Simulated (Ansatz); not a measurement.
One change: `N[SiH2]C[SiH2]Cl` becomes `F[SiH2]C[SiH2]Cl`.

Ansatz, PBE0-D4/def2-TZVP geometries, multiplicity 1. Each molecule was computed in one conformer, which needn't be the lowest.

| property | `N[SiH2]C[SiH2]Cl` |
| --- | --- |
| HOMO–LUMO gap (B3LYP/def2-TZVPP) / eV | 7.32 |
| LUMO energy (PBE/def2-TZVPP) / eV | -0.52 |
| HOMO–LUMO gap (ωB97M-V/def2-TZVPP) / eV | 11.71 |
| HOMO energy (ωB97M-V/def2-TZVPP) / eV | -9.82 |
| size of the dipole moment (B3LYP/def2-TZVPP) / D | 2.84 |
| HOMO energy (B3LYP/def2-TZVPP) / eV | -7.23 |

(1) Give the same properties after the change, and the shifts. (Best estimate.)

Results:

(1) Ansatz gave: 
| property | `F[SiH2]C[SiH2]Cl` | shift |
| --- | --- | --- |
| HOMO–LUMO gap (B3LYP/def2-TZVPP) / eV | 7.88 | 0.56 |
| LUMO energy (PBE/def2-TZVPP) / eV | -1.43 | -0.91 |
| HOMO–LUMO gap (ωB97M-V/def2-TZVPP) / eV | 12.32 | 0.61 |
| HOMO energy (ωB97M-V/def2-TZVPP) / eV | -11.10 | -1.28 |
| size of the dipole moment (B3LYP/def2-TZVPP) / D | 0.65 | -2.19 |
| HOMO energy (B3LYP/def2-TZVPP) / eV | -8.63 | -1.40 |

With PBE0 the HOMO falls by 1.43 eV and the LUMO falls by 0.89 eV, so the gap widens by about 0.54 eV. PBE moves the HOMO by -1.49 eV and ωB97M-V by -1.28 eV. Dipoles are sizes alone; their direction can turn.

B3LYP here is the variant with VWN-RPA as its local correlation; programs differ in this.
